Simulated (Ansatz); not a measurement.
Born–Oppenheimer molecular dynamics of AlClFHO (5 atoms, charge 0, multiplicity 1). It goes on from the last frame of an earlier run, with new velocities.

All numbers below come from RKS BHLYP/6-31G* (Ansatz).

* ensemble: NVT, Nosé–Hoover chain
* time step: 1 fs
* steps asked: 166
* set temperature: 700 K
* thermostat: time constant 100 fs, chain length 3 (defaults)
* seed: 933408

First frame:

```xyz
5
Properties=species:S:1:pos:R:3
Al 0.025 0.049 -0.049
O -0.068 -0.169 1.617
H -1.016 -0.201 2.021
Cl 1.842 0.033 -1.002
F -1.441 -0.064 -0.787
```

Problem. How far do the bonds stretch over the last three quarters of this one trajectory? (Pairs bonded in most of those frames.)

Solution. 
| bond | mean (Å) | spread (Å) | shortest | longest |
| --- | --- | --- | --- | --- |
| Al1–O2 | 1.684 | 0.040 | 1.61 | 1.76 |
| Al1–Cl4 | 2.077 | 0.032 | 2.02 | 2.16 |
| Al1–F5 | 1.637 | 0.046 | 1.56 | 1.72 |
| O2–H3 | 0.972 | 0.068 | 0.86 | 1.07 |

Mean temperature of the second half: 687 K. The conserved energy wandered by up to 6.1 meV per atom (net 0.8 meV per atom), which is poor conservation. A run of 0.17 ps of so small a system gives no equilibrium averages.

The run took 6.8 min on 1 thread of Arm Neoverse V1, with other jobs on the host, peak memory 0.12 GiB.
